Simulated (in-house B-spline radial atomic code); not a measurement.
Settings and results of a run for Mo8+. Method: scalar-relativistic (X2C) PBEsol, spin-polarised, spherical fractional occupations, Fermi nucleus of rms radius 4.4091 fm. Calculated with a radial B-spline atomic code at the basis-set limit.

In the input, 3d5,1 would mean five up and one down electron.

Command:
```bash
python run_scf.py task.json out
```
Settings (nuclear radius in fm, mass in u):
```
Z                42
configuration    1s2 2s2 2p6 3s2 3p6 3d10 4s2 4p1,3
hamiltonian      x2c
method           pbesol
spin_polarised   True
nucleus          fermi
rms_radius       4.4091
atomic_mass      97.9054
speed_of_light   137.035999084
```

Output (hartree, bohr):
```
 radial grid: 65 intervals, B-splines of order 8, outer radius 11.954 bohr

 iter        energy (Eh)    residual
    1       -4018.576150    7.69e-01
    2       -4025.004198    5.53e-01
    3       -4027.786368    1.16e-01
    4       -4027.928695    2.22e-02
    5       -4027.933565    1.43e-02
    6       -4027.935707    6.70e-04
    7       -4027.935711    2.48e-05
    8       -4027.935711    7.21e-07
    9       -4027.935711    3.91e-08

 total energy                     -4027.93571
 kinetic                            4177.0899
 electron-nucleus                  -9567.9004
 Hartree                            1480.6261
 exchange-correlation               -117.7513

 orbital      occ     eigenvalue          <r>       <r^2>       <1/r>       r_max
 1s up      1.000      -731.9140    0.0346873  0.00163452     44.9592      0.0223
 1s down    1.000      -731.9299    0.0346878  0.00163457     44.9586      0.0223
 2s up      1.000      -107.6749     0.153364   0.0277882     10.0613      0.1296
 2s down    1.000      -107.6847     0.153368     0.02779     10.0614      0.1296
 2p up      3.000       -96.8388     0.133763   0.0218778     9.55982      0.1034
 2p down    3.000       -96.8540      0.13376   0.0218773     9.56021      0.1033
 3s up      1.000       -22.3361     0.427921    0.209811     3.42483      0.3836
 3s down    1.000       -22.3540     0.428081    0.210027     3.42451      0.3835
 3p up      3.000       -18.7784     0.429052    0.214179     3.22116      0.3768
 3p down    3.000       -18.7986     0.429313    0.214524     3.22022      0.3767
 3d up      5.000       -12.9841     0.412087    0.203695     2.98534      0.3213
 3d down    5.000       -13.0056     0.412702    0.204474      2.9828      0.3213
 4s up      1.000        -6.7103      1.03302     1.19987     1.33901      0.9567
 4s down    1.000        -6.8294      1.03275     1.19792     1.33724      0.9588
 4p up      1.000        -5.6573      1.10603     1.38279     1.22391       1.016
 4p down    3.000        -5.7755      1.10342     1.37453     1.22528       1.017
```

Run time, properties included: 0.1 s on 1 thread of Intel(R) Xeon(R) Platinum 8559C, on a shared host.

One-electron X2C: radii and densities carry no picture-change correction, so inner-shell <1/r> comes out high (for 1s by about 2 % at Z = 33, 5 % at 54, 10 % at 75, 30 % at 118) and <r> low.
